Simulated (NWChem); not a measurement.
System: C$_{2}$H$_{6}$F$_{2}$Si; SMILES CC(F)(F)[SiH3]

```xyz
11

C     -1.3045    -1.1453     0.0000
C      0.0084    -0.3925     0.0000
F      0.7386    -0.7914     1.1106
F      0.7386    -0.7914    -1.1106
Si    -0.0361     1.5323     0.0000
H     -1.0963    -2.2207     0.0000
H     -1.8900    -0.8980     0.8905
H     -1.8900    -0.8980    -0.8905
H      1.3614     2.0256     0.0000
H     -0.7490     2.0058     1.2148
H     -0.7490     2.0058    -1.2148
```
Atoms are numbered in this order, from 1.

The geometry was optimised at B3LYP/6-31G* (spherical d).

Symmetry labels are those of Cs in the frame above (b1 and b2, or b-type labels, depend on it).

Q: List the 6 lowest vertical singlet excitations from Hartree-Fock/6-31+G* (spherical d), TDHF (NWChem).

A: 
```csv
state,energy (eV),oscillator strength,symmetry,leading excitation (squared amplitude)
S1,9.78,0.010,a",HOMO → LUMO+7 (0.42)
S2,9.80,0.060,a',HOMO → LUMO+1 (0.33)
S3,10.01,0.044,a',HOMO−1 → LUMO+1 (0.26)
S4,10.23,0.082,a",HOMO−2 → LUMO (0.23)
S5,10.24,0.452,a',HOMO → LUMO (0.40)
S6,10.38,0.118,a",HOMO−2 → LUMO (0.47)
```
